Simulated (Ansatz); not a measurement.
The same substitution along the group N, As, Sb.

Computed with Ansatz on PBE0-D4/def2-TZVP structures; ΔE is electronic, products minus reactants. CBS: MP2 limit from def2 TZ/QZ plus the TZ coupled-cluster correction, frozen cores. DFT in def2-TZVPP. def2 core potentials past Kr. For As, Sb, Sn outer-core shells are correlated without core-valence functions, which leaves a few kJ/mol of doubt a bond. Scalar relativity is left out up to krypton. Each species was taken in one conformer, which may not be the lowest.

```json
{"reaction": "`CCN[SiH3]` + `[OH][Sn][F]` → `C[O][Sn][F]` + `CN[SiH3]`", "revPBE-D4 (kJ/mol)": "51", "RPA@PBE/def2-TZVPP (kJ/mol)": "49", "LDA (SPW92) (kJ/mol)": "53", "CCSD(T)/def2-SVP (kJ/mol)": "40", "CCSD(T)/CBS(def2) (kJ/mol)": "56"}
{"reaction": "`CC[AsH][SiH3]` + `[OH][Sn][F]` → `C[O][Sn][F]` + `C[AsH][SiH3]`", "revPBE-D4 (kJ/mol)": "40", "RPA@PBE/def2-TZVPP (kJ/mol)": "39", "LDA (SPW92) (kJ/mol)": "40", "CCSD(T)/def2-SVP (kJ/mol)": "28", "CCSD(T)/CBS(def2) (kJ/mol)": "46"}
{"reaction": "`C[CH2][SbH][SiH3]` + `[OH][Sn][F]` → `C[O][Sn][F]` + `[CH3][SbH][SiH3]`", "revPBE-D4 (kJ/mol)": "37", "RPA@PBE/def2-TZVPP (kJ/mol)": "36", "LDA (SPW92) (kJ/mol)": "37", "CCSD(T)/def2-SVP (kJ/mol)": "26", "CCSD(T)/CBS(def2) (kJ/mol)": "42"}
```

Largest T1 diagnostic: 0.018, for `[OH][Sn][F]`.
